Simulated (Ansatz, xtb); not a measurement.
**Relative energy of two isomers of FGeH5OSi**

Structure I is `O[Si@@H](F)[GeH3]`, a singlet and structure II is `[OH][GeH2][SiH2]F`, a singlet. Both are isolated molecules in the gas phase, relaxed with r2SCAN-D4/def2-SVP; the shapes shown needn't be the lowest conformers.

I (Å):

```csv
atom,x (Å),y (Å),z (Å)
F,-1.5936,-0.6395,-0.5055
Ge,1.5959,-0.1141,-0.5228
O,-0.9740,1.7737,0.5245
Si,-0.5509,0.1749,0.4481
H,-0.8529,2.3075,-0.2697
H,-0.6943,-0.3442,1.8298
H,1.6334,0.5804,-1.8958
H,1.9428,-1.5955,-0.7284
H,2.6846,0.5256,0.3532
```

II (Å):

```xyz
9

F     0.7346   -1.1075    0.0619
Ge    2.3661    0.8572    2.1339
O     0.9538    1.8771    2.5608
Si    1.8725    0.0568   -0.0478
H     0.9758    2.1535    3.4865
H     2.5243   -0.2819    3.1646
H     3.6567    1.7096    2.1505
H     1.3501    1.1526   -0.9116
H     3.0895   -0.5424   -0.6702
```

**Question.** Estimate which is lower in electronic energy at CCSD(T)/def2-SVP + ΔMP2/def2-TZVPP, and by roughly how much.

**Answer.** The CCSD(T)/def2-SVP + ΔMP2/def2-TZVPP calculation puts structure I lower, by 22.6 kcal/mol.

Level by level:

| level | geometry | E(II) − E(I) (kcal/mol) | departure from the last row (kcal/mol) | job, with rough time for the two |
| --- | --- | --- | --- | --- |
| GFN2-xTB | GFN2-xTB | +11.8 | −10.8 | optimisation, 0.17 s |
| HF/STO-3G | GFN2-xTB | +13.1 | −9.4 | single point, 0.42 s |
| r2SCAN-D4/def2-SVP//GFN2-xTB | GFN2-xTB | +22.7 | +0.2 | single point, 3 s |
| r2SCAN-D4/def2-SVP | r2SCAN-D4/def2-SVP | +22.6 | 0.0 | optimisation, 42 s |
| HF/def2-SVP | r2SCAN-D4/def2-SVP | +20.7 | −1.9 | part of the CCSD(T) run |
| MP2/def2-SVP | r2SCAN-D4/def2-SVP | +21.4 | −1.2 | part of the CCSD(T) run |
| CCSD(T)/def2-SVP | r2SCAN-D4/def2-SVP | +21.0 | −1.6 | single point |
| CCSD(T)/def2-SVP + ΔMP2/def2-TZVPP | r2SCAN-D4/def2-SVP | +22.6 |  | single point, 22 s |

As drawn, II has 1 Ge–O, 1 Si–H in place of 1 O–Si, 1 Ge–H.

None of the levels shown reverses the order. The largest departure from CCSD(T)/def2-SVP + ΔMP2/def2-TZVPP is that of GFN2-xTB, 10.8 kcal/mol. The last row adds to CCSD(T) the change of the MP2 difference between the two basis sets, here +1.6 kcal/mol.

With harmonic frequencies from r2SCAN-D4/def2-SVP (ideal gas, rigid rotor, one conformer each, 298.15 K, 1 atm): on the last row, ΔE + ΔZPE = +22.5 kcal/mol. A mode under 50 cm⁻¹ makes harmonic enthalpies and free energies unreliable, so none is given.

The correlated steps freeze 16 core orbitals; the filled d shell of Ge is correlated, in a basis made for valence electrons. Codes used: Ansatz 0.2.0, xtb 6.7.1; the last row on 2 threads of Intel(R) Xeon(R) 6975P-C (Granite Rapids) on a shared host.
